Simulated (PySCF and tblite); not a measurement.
The numbers below are computed, except where a source is named.
System: C₆H₉BN (charge -1), numbered as in [CH3:1][NH:2][b-:3]1[cH:4][cH:5][cH:6][cH:7][cH:8]1.

Geometries: GFN2-xTB; energies: PBE0/pcSseg-1 + D3(BJ); zero-point and thermal terms from GFN2-xTB harmonic modes (soft modes blended into free rotors). Rates follow Eyring's equation with the number of equivalent paths and no tunnelling. (PySCF 2.14 with density fitting, tblite 0.8.)

The ion is treated without a counter-ion.

Question: What barrier does the rotation about the B3–N2 bond (torsion C4–B3–N2–C1 from -163° to 17°, rising) meet, and how fast is it at 298 K?

Answer: The electronic barrier is 7.6 kcal/mol and ΔG‡(298 K) 8.2 kcal/mol, over a C1 saddle with an imaginary mode of 88i cm⁻¹ (GFN2-xTB). With 2 equivalent paths, k is 1.2×10⁷ s⁻¹, a mean lifetime of the start of 85 ns against this motion.
